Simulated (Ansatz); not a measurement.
(KSH)4 cube (K₄H₄S₄). The state is a singlet with charge 0. Geometry r2SCAN-D4/def2-SVP, basis def2-TZVP, Ansatz.

```
run  HOMO (eV)  LUMO (eV)
  A      -4.61      -0.43
  B      -5.52      -0.49
  C      -8.09       0.65
  D      -4.41      -1.00
```

Q: The runs used HF, PBE, PBE0, r2SCAN. Estimate which is which.

A: A r2SCAN (0 % exact exchange); B PBE0 (25 % exact exchange); C HF (100 % exact exchange); D PBE (0 % exact exchange). Exact exchange lowers occupied and raises empty levels; among semilocal functionals meta-GGAs tend to open the gap a little, and such runs are hard to tell apart. The gap grows from 3.40 eV (PBE) to 8.74 eV (HF).
